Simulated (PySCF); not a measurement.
## Two-dimensional NMR puzzle

Compound of formula C4H7F5O2Si. Correlations simulated from computed shifts and the bond graph:

HSQC (one-bond C–H):
| δH | δC |
| --- | --- |
| 4.11 | 54.6 |

HMBC (two and three bonds, from the bond graph):
| δH | δC |
| --- | --- |
| 4.48 | 130.3, 123.8, 54.6 |

Carbons without hydrogens: δ 130.3, 123.8.

All values are calculated (PySCF 2.14): geometry: GFN2-xTB, shieldings: GIAO PBE0/pcSseg-1. In vacuum, a single conformation, rapidly exchanging positions averaged, non-relativistic Hamiltonian.

δ = σ(ref) − σ, references computed at the same level: $^{1}$H (31.72 ppm), $^{13}$C (186.93 ppm) against TMS.

Exchangeable hydrogens are left out of these lists.

Which molecule is this?

Results:

SMILES FC([SiH](OC)OC)(F)C(F)(F)F.

Atom-mapped SMILES (the numbers label the heavy atoms): `[CH3:1][O:2][SiH:3]([O:4][CH3:5])[C:6]([F:7])([F:8])[C:9]([F:10])([F:11])[F:12]`. Each H is labelled by its parent atom.

- δC 130.3 is C9, a CF3 carbon.
- δC 123.8 is C6, a fully substituted sp3 carbon bonded to 2 F and Si.
- δC 54.6 is C1/C5, a methyl carbon bonded to O (δH 4.11).
- HMBC from δH 4.48 reaches the proton-free carbons C9, C6.

The shifts were computed for this structure.

Shifts are as computed. Against solution values, carbons near 30 ppm lie about +3 ppm off and those near 130 ppm about +5 ppm. Of 1211 compounds with measured shifts, 218 miss one by over three times the rms of a fit or turn the order of signals round; such compounds aren't used in these exercises.
